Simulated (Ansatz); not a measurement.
Consider the substitution at a C–N bond: `BN(C)[SiH2]Cl` + `N=C=[Se]` → `CN=C=[Se]` + `BN[SiH2]Cl`.

Program: Ansatz. Geometries: PBE0-D4/def2-TZVP. ΔE: electronic, gas phase. CCSD(T)/CBS adds triple-zeta CCSD(T) − MP2 to the extrapolated MP2 energy (def2 sets, frozen cores). DFT in def2-TZVPP. For Se outer-core shells are correlated without core-valence functions, which leaves a few kJ/mol of doubt a bond. Scalar relativity is left out up to krypton. Each species was taken in one conformer, which may not be the lowest.

`BN(C)[SiH2]Cl`:

```xyz
12

B     0.464    1.583    0.172
N     0.106    0.231    0.120
C    -0.145   -0.550    1.328
Si   -0.062   -0.590   -1.400
Cl   -2.012   -1.197   -1.657
H     0.594    2.114    1.238
H     0.638    2.179   -0.851
H     0.054    0.062    2.206
H     0.498   -1.434    1.364
H    -1.185   -0.888    1.365
H     0.748   -1.830   -1.385
H     0.302    0.321   -2.499
```

`N=C=[Se]`:

```xyz
4

N     0.387    0.180   -0.738
C    -0.272    0.070    0.248
Se   -1.306    0.030    1.613
H     1.191   -0.280   -1.124
```

`CN=C=[Se]`:

```xyz
7

C    -1.011   -0.102   -0.091
N     0.377    0.036    0.034
C     1.536    0.155    0.138
Se    3.255    0.330    0.293
H    -1.487    0.880   -0.128
H    -1.256   -0.645   -1.007
H    -1.414   -0.655    0.762
```

`BN[SiH2]Cl`:

```xyz
9

B     0.438    0.312   -1.487
N     0.523   -0.341   -0.248
Si   -0.425    0.027    1.151
Cl   -1.846   -1.421    1.482
H    -0.343    1.211   -1.612
H     1.144   -0.035   -2.388
H     1.181   -1.104   -0.172
H     0.436    0.039    2.355
H    -1.108    1.313    0.919
```

```
  level  ΔE (kJ/mol)
BLYP-D4        -17.3
ωB97X-V        -24.6
   BLYP        -26.4
  BHLYP        -35.1
```

**Question.** What does CCSD(T)/CBS give? (Estimate.)

**Answer.** The calculation gave: -19.1 kJ/mol. The listed levels differ from it by 1.8, -5.5, -7.3, -16.0 kJ/mol.

Largest T1 diagnostic among the species: 0.016.

In def2-TZVPP, CCSD(T) changes the Hartree–Fock value by +28.2 kJ/mol (the triples alone add +6.1 kJ/mol) and MP2 by +25.9 kJ/mol. Leaving LDA and LC-ωPBE aside and taking each functional with its dispersion term where it has one, the values, not all of them listed here, spread over 15.0 kJ/mol, from BHLYP-D4 to revPBE-D4. LDA lies +4.4 kJ/mol from PBE without D4.
